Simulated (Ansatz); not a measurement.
C₂H₇BClN, SMILES `CNB(C)Cl`, relaxed with RKS PBE0-D4/def2-TZVP in the Gaussian-basis code of Ansatz from a PBE-D4/def2-SVP geometry. The force threshold is 0.005 eV/Å; the program also tests the step.

Total charge 0; spin multiplicity 1.

Start:

```xyz
12

C     1.917    0.267   -0.463
N     0.487    0.433   -0.287
B    -0.449   -0.444    0.284
C    -1.983   -0.100    0.398
Cl    0.133   -2.030    0.909
H     2.210    0.323   -1.534
H     2.494    1.044    0.086
H     2.219   -0.723   -0.074
H     0.122    1.325   -0.631
H    -2.246    0.895   -0.019
H    -2.310   -0.124    1.459
H    -2.594   -0.864   -0.127
```

```json
{"step": "1", "energy (eV)": "-16872.5711", "largest force (eV/Å)": "0.639", "largest move (Å)": "0.000"}
{"step": "2", "energy (eV)": "-16872.6126", "largest force (eV/Å)": "0.169", "largest move (Å)": "0.023"}
{"step": "3", "energy (eV)": "-16872.6163", "largest force (eV/Å)": "0.047", "largest move (Å)": "0.011"}
{"step": "4", "energy (eV)": "-16872.6163", "largest force (eV/Å)": "0.034", "largest move (Å)": "0.002"}
{"step": "5 (rejected)", "energy (eV)": "-16872.6162", "largest force (eV/Å)": "0.070", "largest move (Å)": "0.011"}
{"step": "6", "energy (eV)": "-16872.6165", "largest force (eV/Å)": "0.001", "largest move (Å)": "0.004"}
```

End:

```xyz
12

C     1.905    0.265   -0.460
N     0.482    0.429   -0.283
B    -0.443   -0.441    0.280
C    -1.967   -0.099    0.394
Cl    0.121   -2.018    0.903
H     2.182    0.316   -1.517
H     2.464    1.037    0.079
H     2.207   -0.707   -0.074
H     0.123    1.308   -0.622
H    -2.219    0.883   -0.015
H    -2.288   -0.124    1.440
H    -2.568   -0.849   -0.127
```

Run time 21 s (4 threads of a server CPU on a shared host); peak host memory 0.51 GiB.
